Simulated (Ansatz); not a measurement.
`NC(O)=[Se]` + H₂ → `NC=[Se]` + H₂O at 600 K and 1 bar (hydrogenolysis of a C–O bond).

Program: Ansatz. Geometries: PBE0-D4/def2-TZVP. ΔE: electronic, gas phase. CCSD(T)/CBS is the MP2 limit (def2-TZVPP, def2-QZVPP) plus CCSD(T) − MP2 in def2-TZVPP, frozen cores. This one scheme is used for every species. For Se outer-core shells are correlated without core-valence functions, which leaves a few kJ/mol of doubt a bond. Scalar relativity is left out up to krypton. One conformer a species, not always the lowest.

```json
{"species": "`NC(O)=[Se]`", "CCSD(T)/CBS energy (Eh)": "-2570.44138", "H − E (kJ/mol)": "170.0", "S (J/(mol·K))": "360.5"}
{"species": "H₂", "CCSD(T)/CBS energy (Eh)": "-1.17544", "H − E (kJ/mol)": "43.9", "S (J/(mol·K))": "150.8"}
{"species": "`NC=[Se]`", "CCSD(T)/CBS energy (Eh)": "-2495.24969", "H − E (kJ/mol)": "147.9", "S (J/(mol·K))": "325.6"}
{"species": "H₂O", "CCSD(T)/CBS energy (Eh)": "-76.37941", "H − E (kJ/mol)": "76.8", "S (J/(mol·K))": "212.8"}
```

H − E and S are ideal-gas, rigid-rotor, harmonic terms from PBE0-D4/def2-TZVP, for one conformer and one mirror image of each species. The MP2-based limit puts H₂ 0.8 mEh under its directly extrapolated value; such offsets cancel only in part. 1 Eh = 2625.50 kJ/mol, R = 8.31446 J/(mol·K).

Task: By hand: ΔE, ΔH, ΔS and ΔG.

Result: ΔE = (-2495.24969) + (-76.37941) − (-2570.44138) − (-1.17544) = -0.01228 Eh = -32.2 kJ/mol. Δ(H − E) = 147.9 + 76.8 − 170.0 − 43.9 = 10.8, so ΔH = -21.4 kJ/mol. ΔS = 325.6 + 212.8 − 360.5 − 150.8 = 27.1 J/(mol·K). ΔG = -21.4 − 600 × (27.1)/1000 = -37.7 kJ/mol.

Task: By hand: the equilibrium constant, and the temperature at which ΔG would vanish if ΔH and ΔS stayed fixed.

Result: log₁₀ K = −ΔG/(RT ln 10) = 3.3. ΔH and −TΔS have one sign here, so there is no such temperature.

TΔS isn't small against ΔH here. A doubt of 5 kJ/mol in ΔE shifts log₁₀ K by 0.4 here. Other conformers and mirror images would add mixing entropy, several J/(mol·K) or more a flexible species. These are equilibria of isolated gas molecules and say nothing of rates. Largest T1 diagnostic: 0.017 (customary marks: 0.02 for closed shells, 0.045 for open ones).
